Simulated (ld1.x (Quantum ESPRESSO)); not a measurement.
## Configuration tests for copper (TM)

Cu (Z = 29), norm-conserving Troullier–Martins (Kleinman–Bylander form), made with ld1.x (Quantum ESPRESSO) 7.5 (LDA (PZ), scalar-relativistic). Core [Ne], reference 3s2 3p6 3d10 4s1 4p0. Waves: 3s (bound): rc 0.95 bohr; 3p (bound): rc 0.95 bohr; 3d (bound): rc 1.55 bohr. Local part: the d channel. Core correction: none.

Occupied shells without a wave of their own: 4s. They enter only through the test configuration that unscreens the potential.

Energies are relative to the spin-unpolarised reference configuration 3s2 3p6 3d10 4s1 4p0; without spin polarisation the order of configurations can differ from experiment. Spin-polarised rows fill each open shell by Hund’s rule, majority spin first. The frozen-core shift is the all-electron ΔE with the core orbitals held at their reference shape minus the fully relaxed ΔE.

| valence configuration | charge | ΔE all-electron (eV) | error AE − PS (meV) | frozen-core shift (meV) |
| --- | --- | --- | --- | --- |
| 3s2 3p6 3d10 4s0 4p0 | +1 | 8.434 | +213 | +1.6 |
| 3s2 3p6 3d9 4s0 4p0 | +2 | 30.121 | +126 | -0.4 |
| 3s2 3p6 3d7 4s0 4p0 | +4 | 129.516 | -335 | -7.4 |
| 3s2 3p6 3d9 4s1 4p1 | 0 | 6.934 | -281 | -2.7 |
| 3s2 3p6 3d10 4s0.5 4p0 | +0.5 | 3.302 | +98 | +0.7 |
| 3s2 3p6 3d9 4s1 4p0 | +1 | 11.902 | +39 | -2.2 |
| 3s2 3p6 3d10 4s1 4p0 (spin-polarised) | 0 | -0.184 | -3.4 | 0.0 |
| 3s2 3p6 3d9 4s0 4p0 (spin-polarised) | +2 | 29.879 | +139 | 0.0 |

What are ΔE and the potential's error for 3s2 3p6 3d8 4s0 4p0?

ΔE = 69.485 eV all-electron; the error (AE − PS) is -123 meV.

The 4s level has no wave, so the channel is fitted at the deeper level alone: the likely source of the large errors. A variational frozen-core shift is positive and of second order in the change. This column holds negative values, so the frozen-core run of ld1.x carries numerical noise or an error of first order here, and the column gives no more than the rough size of the effect.
